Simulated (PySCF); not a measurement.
Compound: C3H2ClN3O.
SMILES with atom numbers: `[OH:1][c:2]1[n:3][cH:4][n:5][c:6]([Cl:7])[n:8]1` (hydrogens: H9 on O1; H10 on C4)

Level of theory: PBE/def2-SVP geometry optimisation, gas phase in PySCF 2.14.0.

What internal coordinates does the optimisation give?

```tsv
bond	length (Å)
O1–C2	1.332
C2–N3	1.348
N3–C4	1.338
C4–N5	1.341
N5–C6	1.339
C6–Cl7	1.737
C6–N8	1.330
C2–N8	1.341
O1–H9	0.982
C4–H10	1.105
```

A selection of angles:
```tsv
angle	degrees
O1–C2–N3	117.6
O1–C2–N8	116.5
N3–C2–N8	125.9
C2–N3–C4	114.0
N3–C4–N5	126.0
C4–N5–C6	113.4
N5–C6–Cl7	116.3
N5–C6–N8	127.2
Cl7–C6–N8	116.5
C2–N8–C6	113.4
H9–O1–C2	105.6
```

Torsions: H9–O1–C2–N3 0° (synperiplanar).

The 8 heavy atoms lie in one plane (0.001 Å rms). O1 (phenol-type oxygen) is bent (angle 105.6°). The 6-membered ring C2–N3–C4–N5–C6–N8 has internal angles of 113.4° to 127.2°; it is planar, 0.00 Å rms from its mean plane, widest ring torsion 0°.

Point group: Cs (tolerance 0.08 Å). PBE/def2-SVP frequencies: not computed here. One conformer, not necessarily the lowest (H–O1–C2–N3 0°).
